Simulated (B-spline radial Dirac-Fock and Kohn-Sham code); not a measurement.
Z = 49 (indium), transition energy 72.8 keV. Level of theory: a Dirac-Hartree-Slater potential of the neutral atom with a Latter tail (no hole, which puts coefficients of high multipoles low close above an edge), finite nucleus with surface currents; a radial atomic solver. Subshells that would emit electrons below 1 keV are left out.

Question: A pure transition shows α(K) = 13.8, L1/L2 = 8.96 and L1/L3 = 5.33. What is its multipolarity?
A. E4
B. M2
C. M1
D. E1
E. E2
F. M4
G. M3
H. E3

Answer: B. For comparison, α(K), L1/L2, L1/L3 are E1 0.370, 7.04, 4.74; E2 3.13, 0.577, 0.446; E3 20.9, 0.0760, 0.0634; E4 135, 0.0158, 0.0136; M1 1.10, 14.1, 52.4; M3 121, 5.99, 1.19; M4 1010, 4.41, 0.526.

Values without a named source are computed, but for edge energies of neutral atoms, which are taken from tables.
